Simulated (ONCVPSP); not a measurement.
**Ir, ONCV: configuration errors across variants**

ONCVPSP 4.0.1 input, shortened (lines: element, Z, core and valence counts, functional; n l f; lmax; l rc ep ncon nbas qcut; lloc lpopt rc5 dvloc0; l nproj debl; icmod fcfact rcfact), LDA (Perdew-Zunger), scalar-relativistic:

```
  Ir 77.00   10    4        3      upf
    1    0    2.00
    2    0    2.00
    2    1    6.00
    3    0    2.00
    3    1    6.00
    3    2   10.00
    4    0    2.00
    4    1    6.00
    4    2   10.00
    4    3   14.00
    5    0    2.00
    5    1    6.00
    5    2    7.00
    6    0    1.00
    3
    0    1.90    0.00    4    7    7.60
    1    1.40    0.00    3    6   11.50
    2    2.00    0.00    4    9    7.40
    3    1.55    0.18    3    7    6.50
    4    3    1.40    0.00
    0    2    1.50
    1    2    1.10
    2    3    2.70
    3    2    2.80
    3    2.50    1.25
```

In the p channel the program set the typed energies aside and used -2.327, 0.250 Ha.

All-electron excitation energies from the reference (eV): (1) 5s2 5p6 5d7 6s2 -10.185; (2) 5s2 5p6 5d7 6s0 17.850; (3) 5s2 5p6 5d6 6s0 48.692; (4) 5s2 5p6 5d5 6s0 92.573.

1 further variants failed, have other tests or too few solved ones, and are left out.

A true bound ghost makes a file unfit for plane-wave use even where its test errors are small: the radial tests pick states by their node count and pass the ghost by.

Errors AE − PS in meV (a dash: test not solved or not reliable):

```tsv
change	(1)	(2)	(3)	(4)	bound ghosts	GHOST(+) flags above zero
base	+2.0	-8.7	-15	-30	f	f
all radii but the core radius scaled by about 1.17 (s 2.24, p 1.64, d 2.34, f 1.82 bohr); local potential polynomial inside 1.64 bohr (lpopt 3, dvloc0 0 Ha)	+1.9	-9.8	-13	-7.9	none	none
core correction Teter function, fcfact 4.2, rcfact 1.25	+1.9	-9.0	-15	-31	f	f
f: qcut 8.8	+2.0	-8.7	-15	-30	f	none
s: ncon 3, nbas 6	+1.9	-8.9	-15	-31	f	f
s: qcut 9.2; p: qcut 14; d: qcut 9; f: qcut 7.9	+2.4	-7.8	-15	-38	f	p, f
core correction Teter function, fcfact 2.5, rcfact 1	+2.2	-8.4	-15	-29	f	f
f: rc 1.4, qcut 7.2, nproj 0; local potential the f channel	+2.7	-8.3	-14	-28	none	s
d: rc 1.62	+2.0	-8.7	-15	-33	f	f
```

**Question.** Give the same row for: local potential polynomial inside 1.40 bohr (lpopt 3, dvloc0 -2.5 Ha).

**Answer.** +2.1, -8.7, -15, -30; bound ghosts: none; GHOST(+) flags above zero: f.
